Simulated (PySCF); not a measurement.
Numbering as in the mapped SMILES `[CH2:1]=[CH:2][S:3](=[O:4])(=[O:5])[CH:6]=[CH2:7]` (H(Xn): hydrogen on atom n). Ha(C1), Ha(C7) are cis to S3; Hb(C1), Hb(C7) are trans to S3.

- PBE0/pcSseg-1 with gauge-including orbitals
- coordinates at the PBE0-D3(BJ)/def2-SVP level
- code: PySCF 2.14
- single conformer, rapidly exchanging positions averaged, isolated molecule, non-relativistic

Referencing at the same level of theory: TMS for 13C (σref 184.41), 1H (σref 31.27); CS2 for 33S (σref 495.66); H2O for 17O (σref 334.56).

```tsv
atoms	nucleus	count	Hirshfeld charge	δ (ppm)
C1/C7	13C	2	-0.06	138.2
H(C2)/H(C6)	1H	2	0.06	6.36
Ha(C1)/Ha(C7)	1H	2	0.06	6.80
S3	33S	1	0.50	?
O4/O5	17O	2	-0.31	?
C2/C6	13C	2	-0.07	148.2
Hb(C1)/Hb(C7)	1H	2	0.07	6.36
```

Fill in the missing shifts.

Answers


- S3: 283 ppm, sulfone sulfur
- O4/O5: 191.0 ppm, S=O oxygen

Shifts are as computed. Against solution values, carbons near 30 ppm lie about +2 ppm off and those near 130 ppm about +4 ppm. Of 246 compounds with measured shifts, 49 miss one by over three times the rms of a fit or turn the order of signals round; such compounds aren't used in these exercises. Experimental scales use liquid or dissolved standards, which lie at an offset from isolated H2O (liquid H2O: subtract about 36 ppm).
